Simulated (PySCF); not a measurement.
Metal–ligand bonds in Zn(OH)1–Y. Isolated molecules, 0 K electronic values unless said otherwise. One relaxed conformer stands for each flexible species; it need not be the lowest. Multiplicities are imposed; where one is given, others were not computed. Strings in code marks are SMILES.

All values below come from PBE-D3(BJ)/def2-TZVP // PBE-D3(BJ)/def2-SVP (PySCF). 

| species | charge on the central atom (Mulliken) (e) | HOMO (eV) | LUMO (eV) |
|---|---|---|---|
| Y = Cl ([Zn(OH)(Cl)]) | 0.53 | -7.03 | [?] |
| Y = F ([Zn(OH)(F)]) | 0.66 | -7.12 | -2.49 |
| Y = Br ([Zn(OH)(Br)]) | [?] | -6.93 | [?] |
| Y = OH ([Zn(OH)2]) | 0.50 | -6.78 | -2.05 |

Problem. What belongs in the gaps?

Solution. 
- Y = Cl ([Zn(OH)(Cl)]), LUMO (eV): -2.39
- Y = Br ([Zn(OH)(Br)]), charge on the central atom (Mulliken) (e): 0.49
- Y = Br ([Zn(OH)(Br)]), LUMO (eV): -2.42
